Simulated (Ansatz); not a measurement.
Reaction (ligand exchange at the In–F bond): `[F][InH][Cl]` + HCl → `[Cl][InH][Cl]` + H–F

Program: Ansatz. Geometries: PBE0-D4/def2-TZVP. ΔE: electronic, gas phase. CCSD(T)/CBS adds triple-zeta CCSD(T) − MP2 to the extrapolated MP2 energy (def2 sets, frozen cores). This one scheme is used for every species. Functionals use def2-TZVPP. B3LYP here is the variant with VWN-RPA as its local correlation; programs differ in this. HSE06 is defined as in plane-wave codes. Elements past krypton have def2 core potentials. For In outer-core shells are correlated without core-valence functions, which leaves a few kJ/mol of doubt a bond.

```json
{"level": "LDA (SPW92)", "ΔE (kcal/mol)": "-12.9", "difference from CCSD(T)/CBS": "1.0"}
{"level": "PBE-D4", "ΔE (kcal/mol)": "-12.1", "difference from CCSD(T)/CBS": "1.8"}
{"level": "revPBE-D4", "ΔE (kcal/mol)": "-11.9", "difference from CCSD(T)/CBS": "2.0"}
{"level": "r2SCAN-D4", "ΔE (kcal/mol)": "-12.3", "difference from CCSD(T)/CBS": "1.6"}
{"level": "B97M-V", "ΔE (kcal/mol)": "-11.7", "difference from CCSD(T)/CBS": "2.2"}
{"level": "PBE0-D4", "ΔE (kcal/mol)": "-14.4", "difference from CCSD(T)/CBS": "-0.5"}
{"level": "r2SCANh-D4", "ΔE (kcal/mol)": "-13.2", "difference from CCSD(T)/CBS": "0.7"}
{"level": "r2SCAN0-D4", "ΔE (kcal/mol)": "-14.4", "difference from CCSD(T)/CBS": "-0.5"}
{"level": "HSE06-D4", "ΔE (kcal/mol)": "-14.5", "difference from CCSD(T)/CBS": "-0.6"}
{"level": "CAM-B3LYP-D4", "ΔE (kcal/mol)": "-11.6", "difference from CCSD(T)/CBS": "2.3"}
{"level": "ωB97X-V", "ΔE (kcal/mol)": "-12.1", "difference from CCSD(T)/CBS": "1.8"}
{"level": "ωB97M-V", "ΔE (kcal/mol)": "-12.9", "difference from CCSD(T)/CBS": "1.0"}
{"level": "B2PLYP", "ΔE (kcal/mol)": "-12.4", "difference from CCSD(T)/CBS": "1.5"}
{"level": "PBE-QIDH", "ΔE (kcal/mol)": "-15.0", "difference from CCSD(T)/CBS": "-1.1"}
{"level": "PBE", "ΔE (kcal/mol)": "-11.6", "difference from CCSD(T)/CBS": "2.3"}
{"level": "revPBE", "ΔE (kcal/mol)": "-11.3", "difference from CCSD(T)/CBS": "2.6"}
{"level": "BLYP", "ΔE (kcal/mol)": "-9.6", "difference from CCSD(T)/CBS": "4.3"}
{"level": "r2SCAN", "ΔE (kcal/mol)": "-12.2", "difference from CCSD(T)/CBS": "1.7"}
{"level": "PBE0", "ΔE (kcal/mol)": "-13.9", "difference from CCSD(T)/CBS": "0.0"}
{"level": "B3LYP", "ΔE (kcal/mol)": "-11.6", "difference from CCSD(T)/CBS": "2.3"}
{"level": "r2SCANh", "ΔE (kcal/mol)": "-13.1", "difference from CCSD(T)/CBS": "0.8"}
{"level": "r2SCAN0", "ΔE (kcal/mol)": "-14.2", "difference from CCSD(T)/CBS": "-0.3"}
{"level": "HSE06", "ΔE (kcal/mol)": "-14.0", "difference from CCSD(T)/CBS": "-0.1"}
{"level": "CAM-B3LYP", "ΔE (kcal/mol)": "-11.1", "difference from CCSD(T)/CBS": "2.8"}
{"level": "LC-ωPBE", "ΔE (kcal/mol)": "-11.3", "difference from CCSD(T)/CBS": "2.6"}
{"level": "RPA@PBE/def2-TZVPP", "ΔE (kcal/mol)": "-12.2", "difference from CCSD(T)/CBS": "1.7"}
{"level": "HF/def2-SVP", "ΔE (kcal/mol)": "-15.2", "difference from CCSD(T)/CBS": "-1.3"}
{"level": "MP2/def2-SVP", "ΔE (kcal/mol)": "-11.9", "difference from CCSD(T)/CBS": "2.0"}
{"level": "CCSD/def2-SVP", "ΔE (kcal/mol)": "-11.9", "difference from CCSD(T)/CBS": "2.0"}
{"level": "CCSD(T)/def2-SVP", "ΔE (kcal/mol)": "-11.8", "difference from CCSD(T)/CBS": "2.1"}
{"level": "HF/def2-TZVPP", "ΔE (kcal/mol)": "-14.8", "difference from CCSD(T)/CBS": "-0.9"}
{"level": "MP2/def2-TZVPP", "ΔE (kcal/mol)": "-14.9", "difference from CCSD(T)/CBS": "-1.0"}
{"level": "SCS-MP2/def2-TZVPP", "ΔE (kcal/mol)": "-13.6", "difference from CCSD(T)/CBS": "0.3"}
{"level": "CCSD/def2-TZVPP", "ΔE (kcal/mol)": "-13.8", "difference from CCSD(T)/CBS": "0.1"}
{"level": "HF/def2-QZVPP", "ΔE (kcal/mol)": "-14.3", "difference from CCSD(T)/CBS": "-0.4"}
{"level": "MP2/def2-QZVPP", "ΔE (kcal/mol)": "-14.8", "difference from CCSD(T)/CBS": "-0.9"}
{"level": "SCS-MP2/def2-QZVPP", "ΔE (kcal/mol)": "-13.6", "difference from CCSD(T)/CBS": "0.3"}
{"level": "HF/CBS(def2)", "ΔE (kcal/mol)": "-14.2", "difference from CCSD(T)/CBS": "-0.3"}
{"level": "MP2/CBS(def2)", "ΔE (kcal/mol)": "-15.1", "difference from CCSD(T)/CBS": "-1.2"}
{"level": "CCSD/CBS(def2)", "ΔE (kcal/mol)": "-14.0", "difference from CCSD(T)/CBS": "-0.1"}
{"level": "CCSD(T)/CBS", "ΔE (kcal/mol)": "-13.9", "difference from CCSD(T)/CBS": "0"}
```

(1) What do rigid-rotor, harmonic-oscillator terms from PBE0-D4/def2-TZVP frequencies (298.15 K, 1 bar) make of the CCSD(T)/CBS value? (Estimate.)

Largest T1 diagnostic among the species: 0.015.

Answers

(1) Computed: ΔZPE = +1.3 kcal/mol, ΔH = -12.5 kcal/mol, ΔS = -8 J/(mol·K), ΔG = -11.9 kcal/mol.

From r2SCAN to r2SCAN0 (25 % exact exchange), in def2-TZVPP and without D4, ΔE moves by −2.0 kcal/mol. The D4 term adds −0.9 kcal/mol with B3LYP and −0.5 kcal/mol with PBE0; it sums over pairs of atoms, weighted by their polarisabilities, and B3LYP, whose exchange is more repulsive, gets the larger term.
